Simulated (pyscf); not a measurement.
This saddle point was located with ωB97X-D3(BJ)/def2-SVP in PySCF.

```xyz
8

F     -1.0894    -0.5442     2.1615
Si    -0.4399    -1.1109     0.7960
F     -0.5167    -2.7149     0.9691
F     -1.9290    -0.8479    -0.4015
Si    -0.6658     0.0455    -1.3517
F     -0.2822     1.4942    -0.7518
F      0.5267    -0.7581    -2.0871
H     -1.6108     0.3285    -2.4401
```
Charge 0, spin multiplicity 1.

Surface: singlet, charge 0. Lowest wavenumbers (cm⁻¹): 230i, 27, 80, 168, 182.

### Question
Which two sides does it connect, and which bonds change?

### Answer
F–Si:–F (SMILES F[Si]F) [singlet] + F–SiH(F)–F (SMILES F[SiH](F)F) ⇌ F–SiH(F)–Si(F)(F)–F (SMILES F[SiH](F)[Si](F)(F)F), an insertion read from left to right: F–Si broken and F–Si, Si–Si formed. At ωB97M-D3(BJ)/def2-TZVP it lies +21.5 kcal/mol from the left side and +42.8 kcal/mol from the right (each side as separated species at their lowest minima found). One saddle was located; it need not be the lowest between these sides.
